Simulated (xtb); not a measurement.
BO, SMILES [B]=O (connectivity only; charge and spin as stated), charge +1, multiplicity 1. All values are semi-empirical tight-binding results from xtb (GFN2-xTB unless named), good for trends rather than for accurate numbers. Coordinates come from a GFN2-xTB optimisation. The multiplicity is an assumed one; other spin states were not compared.

Optimised geometry:

Bonded distances (Å): B1–O2 1.145.
Charge +1, spin multiplicity 1.

Problem. Estimate the properties. (An estimate is asked for; the answer gives what the named calculation found.)

Solution. 
```
Item                                              Result
----------------------------------------  --------------
point group as xtb finds it                          C∞v
orbital gap                                      3.92 eV
static polarisability (D4 model)              17.7 bohr³
solvation energy, GFN2-xTB/ALPB(water)    -68.3 kcal/mol
solvation energy, GFN2-xTB/ALPB(benzene)  -56.0 kcal/mol
```

Problem. Give the IR lines (harmonic; lines under 4 % of the strongest left out, lines within 3 cm⁻¹ merged). (An estimate is asked for; the answer gives what the named calculation found.)

Solution. ν (cm⁻¹): 2311 (vs) (against the strongest line: vs over 80 %, s over 45 %, m over 15 %, w over 4 %, vw less)

Computed atomic charges and the Wiberg bond orders between heavy atoms:
charges (e) B1 0.77, O2 0.23. Bond orders B1–O2 3.01.
